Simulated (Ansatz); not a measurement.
Basis sets compared for `Sc1ccc(-c2ccc(-c3ccc(-c4ccc(S)s4)s3)s2)s1`. The state is a singlet with charge 0. Geometry PBE-D4/def2-SVP. Ansatz on 2 threads of AMD EPYC 7R13 on a shared host and a share (18 GiB) of an NVIDIA H100 80GB HBM3; times are rough, and most runs start from earlier orbitals.

```xyz
32

S     3.415    4.687   -6.695
C     2.699    3.469   -5.642
C     2.574    2.110   -5.898
C     2.051    1.380   -4.799
C     1.766    2.175   -3.686
C     1.199    1.791   -2.417
C     0.796    2.594   -1.348
C     0.278    1.863   -0.255
C     0.271    0.481   -0.460
C    -0.175   -0.568    0.418
C    -0.187   -1.950    0.216
C    -0.703   -2.679    1.312
C    -1.098   -1.873    2.382
C    -1.662   -2.253    3.653
C    -2.081   -1.456    4.714
C    -2.591   -2.189    5.819
C    -2.565   -3.562    5.610
S    -3.079   -4.884    6.656
S    -1.909   -3.952    4.039
S    -0.819   -0.184    2.005
S     0.928    0.100   -2.041
S     2.195    3.844   -4.007
H     2.283    5.423   -6.921
H     2.845    1.670   -6.866
H     1.858    0.299   -4.817
H     0.874    3.690   -1.372
H    -0.091    2.324    0.672
H     0.173   -2.414   -0.714
H    -0.790   -3.774    1.332
H    -2.020   -0.358    4.689
H    -2.967   -1.728    6.742
H    -3.466   -4.074    7.680
```

Single mean-field runs in def2-TZVP are fitted with def2-universal-jkfit.

Binding counts from free atoms (S triplet, C triplet, H doublet) in the same basis, without a counterpoise term.

```json
{"level": "PBE-D4/def2-SVP", "functions": "382", "energy (Eh)": "-3001.9492", "HOMO (eV)": "-4.49", "LUMO (eV)": "-2.73", "binding per atom (eV)": "5.22", "wall time": "7 s"}
{"level": "PBE0-D4/def2-SVP", "functions": "382", "energy (Eh)": "-3002.1684", "HOMO (eV)": "-5.31", "LUMO (eV)": "-2.23", "binding per atom (eV)": "5.07", "wall time": "4.8 s"}
```

Problem. Estimate the rows for PBE-D4/def2-TZVP (with forces), PBE0-D4/def2-TZVP.

Solution. 
```csv
level,functions,energy (Eh),HOMO (eV),LUMO (eV),binding per atom (eV),wall time
PBE-D4/def2-TZVP (with forces),778,-3003.4340,-4.56,-2.86,5.16,8.5 s
PBE0-D4/def2-TZVP,778,-3003.6430,-5.31,-2.30,5.02,9 s
```
